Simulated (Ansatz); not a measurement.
`N[CH2][SnH3]` + `[AlH2][SH]` → `[AlH2][S][SnH3]` + CH₃NH₂ at 298.15 K and 1 bar (ligand exchange at the Sn–C bond).

Program: Ansatz. Geometries: PBE0-D4/def2-TZVP. ΔE: electronic, gas phase. CBS: MP2 limit from def2 TZ/QZ plus the TZ coupled-cluster correction, frozen cores. This one scheme is used for every species. def2 core potentials past Kr. For Sn outer-core shells are correlated without core-valence functions, which leaves a few kJ/mol of doubt a bond. One conformer a species, not always the lowest.

```csv
species,CCSD(T)/CBS energy (Eh),H − E (kJ/mol),S (J/(mol·K))
`N[CH2][SnH3]`,-310.95215,213.0,323.2
`[AlH2][SH]`,-641.61836,72.6,268.0
`[AlH2][S][SnH3]`,-856.85532,115.3,355.3
CH₃NH₂,-95.75281,180.0,240.4
```

H − E and S are ideal-gas, rigid-rotor, harmonic terms from PBE0-D4/def2-TZVP, for one conformer and one mirror image of each species. 1 Eh = 2625.50 kJ/mol, R = 8.31446 J/(mol·K).

**Question.** By hand: ΔE, ΔH, ΔS and ΔG.

**Answer.** ΔE = (-856.85532) + (-95.75281) − (-310.95215) − (-641.61836) = -0.03762 Eh = -98.8 kJ/mol. Δ(H − E) = 115.3 + 180.0 − 213.0 − 72.6 = 9.7, so ΔH = -89.1 kJ/mol. ΔS = 355.3 + 240.4 − 323.2 − 268.0 = 4.5 J/(mol·K). ΔG = -89.1 − 298.15 × (4.5)/1000 = -90.4 kJ/mol.

**Question.** By hand: the equilibrium constant, and the temperature at which ΔG would vanish if ΔH and ΔS stayed fixed.

**Answer.** log₁₀ K = −ΔG/(RT ln 10) = 15.8. ΔH and −TΔS have one sign here, so there is no such temperature. One of them is within its doubt of zero, so this could turn.

The number of gas molecules stays the same, so ΔS is small and ΔH decides. A doubt of 5 kJ/mol in ΔE shifts log₁₀ K by 0.9 here. Other conformers and mirror images would add mixing entropy, several J/(mol·K) or more a flexible species. Modes under 60 cm⁻¹, often nearly free rotors, make the harmonic entropy too high. These are equilibria of isolated gas molecules and say nothing of rates. Largest T1 diagnostic: 0.013 (customary marks: 0.02 for closed shells, 0.045 for open ones).
